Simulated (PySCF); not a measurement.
C₂H₅Se, SMILES [CH2][Se]C, multiplicity 2. Geometry optimised at B3LYP-D3(BJ)/def2-SVP. The isomer is the one that the SMILES or the coordinates give; other isomers of the formula were not compared.

The numbers are results of B3LYP-D3(BJ)/def2-SVP (PySCF), not measurements.

Harmonic wavenumbers (cm⁻¹): 128, 183, 240, 335, 596, 702, 830, 901, 950, 1292, 1355, 1437, 1451, 3050, 3147, 3162, 3168, 3287. Rotational constants (GHz): 12.91, 7.241, 4.790; symmetry number 1.

**Question.** Work out the zero-point energy and the ideal-gas rigid-rotor harmonic-oscillator thermochemistry at 298.15 K and 1 atm.

**Answer.** ZPE = ½ Σ hcν = ½ × 26213 cm⁻¹ = 37.47 kcal/mol. H − E(el) = 41.49 kcal/mol. Entropy in cal/(mol K): translation 39.95, rotation 24.09, vibration 9.60, spin 1.38, total 75.01. G − E(el) = 19.13 kcal/mol. Cp = 18.98 cal/(mol K). Modes under 150 cm⁻¹ make the vibrational entropy uncertain.
